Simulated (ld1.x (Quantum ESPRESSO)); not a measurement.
What one change does to a pseudopotential (C (Z = 6), TM)

ld1.x (Quantum ESPRESSO) 7.5 input, shortened:

```
&input
   title='C', zed=6., rel=1, dft='BLYP', iswitch=3,
   config='[He] 2s2 2p2'
 /
 &inputp
   pseudotype=2, tm=.true., lloc=-1, rcloc=0.70,
   nlcc=.true., rcore=0.55
 /
2
2S  1  0   2.00   0.00  0.80  0.80  0.0
2P  2  1   2.00   0.00  1.55  1.55  0.0
 &test
   configts(1)='2s2 2p2'
 /
```

Change: core correction a·sin(br)/r model core inside 0.92 bohr.

Cutoffs: the cutoffs (Ry, on a coarse ladder) from which the occupation-weighted sum of valence levels, in a spherical-Bessel basis at the reference potential, stays within 10 and 1 mRy of its value at 400 Ry; they do not see the model core or the augmentation charge, which bear on the density cutoff. Errors are all-electron minus pseudo energies relative to the spin-unpolarised reference configuration.

What does the change do?

The potential gets neither clearly harder nor softer (100 Ry and 230 Ry → 100 Ry and 230 Ry); of the 7 tests that both files solve, the error grows in 6 and shrinks in 0 by more than 15 % and 0.3 meV (median size 11.9 → 28.1 meV); neither file shows a bound ghost. A wider model core is smoother and lowers the density cutoff, which this test does not measure.

```tsv
quantity	base	changed
cutoff, loose	100 Ry	100 Ry
cutoff, tight	230 Ry	230 Ry
bound ghosts	none	none
error for 2s2 2p1, meV [ΔE 10.83 eV]	+12	+20
error for 2s2 2p0, meV [ΔE 35.00 eV]	+128	+232
error for 2s1 2p0, meV [ΔE 83.16 eV]	+276	+435
error for 2s2 2p1.5, meV [ΔE 3.94 eV]	+1.5	+2.7
error for 2s1 2p3, meV [ΔE 8.39 eV]	+9.5	+28
error for 2s0 2p4, meV [ΔE 16.81 eV]	+40	+102
error for 2s2 2p2.3, meV [ΔE -1.14 eV]	+0.2	+0.4
s: phases at 1.69 bohr within 0.05 rad from the reference energy up to (Ry; the scan ends near 5)	4.3	4.3
p: phases at 1.69 bohr within 0.05 rad from the reference energy up to (Ry; the scan ends near 5)	4.7	4.7
```
